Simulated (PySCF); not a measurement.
Predicted microwave data (PBE0/def2-SVPD in PySCF (dipole) on a GFN2-xTB geometry, gas phase) for one isomer of C4H8N2Si:

- Rotational constants: A = 3049, B = 1414, C = 1038 MHz
- Dipole components: |μa| = 2.15 D, |μb| = 3.50 D, |μc| = 0.81 D
- Inertial defect: -36.31 u·Å²
- κ: -0.63

Question: Which structure is it? (One computed conformer of each.)
A. `CC1=CN([SiH3])N=C1`
B. `[CH3:1][CH2:2]/[C:3]([C:4]#[N:5])=[N:6]\[SiH3:7]` with C1–C2–C3–C4 76°
C. `[NH2:1][SiH2:2][n:3]1[cH:4][cH:5][cH:6][cH:7]1` with H–N1–Si2–N3 46° and -174°, N1–Si2–N3–C4 -153°
D. `Cc1cn([SiH3])cn1`

Answer: B. It is CC/C(C#N)=N\[SiH3], an asymmetric top, point group C1. The candidates at the same level (rigid rotor, commonest isotopes):

| SMILES | A (MHz) | B (MHz) | C (MHz) | μa (D) | μb (D) | μc (D) | Δ (u·Å²) | point group | rotor |
| --- | --- | --- | --- | --- | --- | --- | --- | --- | --- |
| N[SiH2]n1cccc1 | 5847 | 1499 | 1244 | 2.29 | 0.04 | 0.77 | -17.22 | C1 | asymmetric top |
| CC/C(C#N)=N\[SiH3] | 3049 | 1414 | 1038 | 2.15 | 3.50 | 0.81 | -36.31 | C1 | asymmetric top |
| Cc1cnn([SiH3])c1 | 6775 | 1326 | 1132 | 0.17 | 1.95 | 0.02 | -9.04 | – | near-prolate asymmetric top |
| Cc1cn([SiH3])cn1 | 6713 | 1327 | 1130 | 2.66 | 1.71 | 0.00 | -9.00 | Cs | near-prolate asymmetric top |

`N[SiH2]n1cccc1` has A 92 % too high; `Cc1cn([SiH3])cn1` has A 120 % too high; `Cc1cnn([SiH3])c1` has A 122 % too high. No structure here is proved a minimum.
